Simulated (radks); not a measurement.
Task: The sulfur ion S4+, [Ne] 3s2. All-electron calculation, non-relativistic Kohn-Sham, exchange-only PBE, spin-polarised, spherical densities, point nucleus. Program: a radial shooting solver on a logarithmic mesh with Libxc functionals. Every spin shell is full or empty, so the densities are truly spherical. Functionals are evaluated on that one density, not self-consistently. Rank these orbital-free kinetic functionals by their error against the exact value of the orbitals, and give that value: Thomas-Fermi, von Weizsacker, TF + vW/9, TF + vW/5, LC94, revAPBEK, Perdew 92, Thakkar, PG1.

Result: Exact: 393.243 hartree. From best to worst, with 100 (|E| - |E exact|)/|E exact| (equal figures are ties): Thakkar 0.00, LC94 +0.20, Perdew 92 -0.47, TF + vW/9 -0.48, revAPBEK +0.70, TF + vW/5 +5.00, Thomas-Fermi -7.33, PG1 +25.37, von Weizsacker -38.34.
